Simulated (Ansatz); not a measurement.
Program: Ansatz 0.2.0.

AlF2H3O4Si at its PBE0-D4/def2-TZVP geometry, where that method's forces vanish. Charge 0, multiplicity 1. The bonds changed during the relaxation, so this is another structure than the one it started from.

```
atom   x (Å)   y (Å)   z (Å)
  O1   0.264   0.087  -1.094
 Si2  -0.589   0.366   0.378
  O3  -0.505   1.960   0.628
  O4  -2.156  -0.030   0.288
  O5   0.366  -0.638   1.172
 Al6   1.494  -1.048  -0.117
  F7   1.402  -2.577  -0.719
  F8   2.968  -0.315  -0.155
  H9   0.407   0.754  -1.769
 H10  -1.271   2.399   1.000
 H11  -2.382  -0.957   0.388
```

Problem. For each bond, give half the difference of the two atoms' forces along it (eV/Å; positive pushes the atoms apart) under PBE-D4, r2SCAN-D4, B3LYP-D4, ωB97M-V in def2-TZVPP. (Best estimate.)

Solution. The calculation gave: 
| bond | length (Å) | PBE-D4 | r2SCAN-D4 | B3LYP-D4 | ωB97M-V |
| --- | --- | --- | --- | --- | --- |
| O1–Si2 | 1.725 | 0.14 | 0.05 | 0.11 | 0.11 |
| O1–Al6 | 1.938 | -0.04 | -0.01 | 0.06 | 0.08 |
| O1–H9 | 0.959 | 0.22 | -0.01 | -0.04 | -0.11 |
| Si2–O3 | 1.615 | 0.20 | 0.04 | 0.05 | 0.05 |
| Si2–O4 | 1.619 | 0.18 | 0.03 | 0.05 | 0.04 |
| Si2–O5 | 1.597 | 0.33 | 0.05 | 0.05 | 0.04 |
| Si2–Al6 | 2.567 | -0.01 | -0.01 | 0.06 | 0.05 |
| O3–H10 | 0.958 | 0.29 | 0.00 | -0.03 | -0.06 |
| O4–H11 | 0.959 | 0.29 | 0.00 | -0.03 | -0.07 |
| O5–Al6 | 1.761 | 0.11 | 0.02 | 0.02 | 0.04 |
| Al6–F7 | 1.646 | 0.28 | 0.03 | 0.05 | 0.05 |
| Al6–F8 | 1.646 | 0.27 | 0.03 | 0.06 | 0.06 |

B3LYP here is the variant with VWN-RPA as its local correlation; programs differ in this.
